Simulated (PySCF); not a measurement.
**Ar⁺: ionisation energy**

Ar⁺ [Ne] 3s2 3p5 (2P) → Ar²⁺ [Ne] 3s2 3p4 (3P), as a difference of total energies. All numbers are calculated (PySCF 2.14, the non-relativistic Hamiltonian (point nucleus), in dyall-acv3z). Correlated levels: valence: [Ne] frozen; valence and next inner shell: 1s2 frozen; virtual orbitals above 40 to 60 times the deepest correlated orbital energy dropped. The calculations carry no spin-orbit coupling.

| method | ionisation energy (eV) |
| --- | --- |
| UHF | 26.369 |
| LDA | 27.828 |
| PBE | 27.592 |
| PBE0 | 27.606 |
| r2SCAN | 27.666 |
| M06-2X | 27.618 |
| MN15 | 27.778 |
| revPBE | 27.539 |
| MP2 (valence) | 27.388 |
| SCS-MP2 (valence) | 27.390 |
| MP2 (valence and next inner shell) | 27.431 |
| SCS-MP2 (valence and next inner shell) | 27.423 |

Question: How much does correlation contribute at MP2 (valence and next inner shell)?

Answer: 27.431 − (26.369) = 1.062 eV, measured against UHF.

A first-order spin-orbit estimate (lowest level to lowest level, LS coupling) adds -0.006 eV.

Errors of the correlated levels include the incompleteness of this basis and the frozen core.

For comparison: 27.630 eV (measured; NIST Atomic Spectra Database, ionization energies).
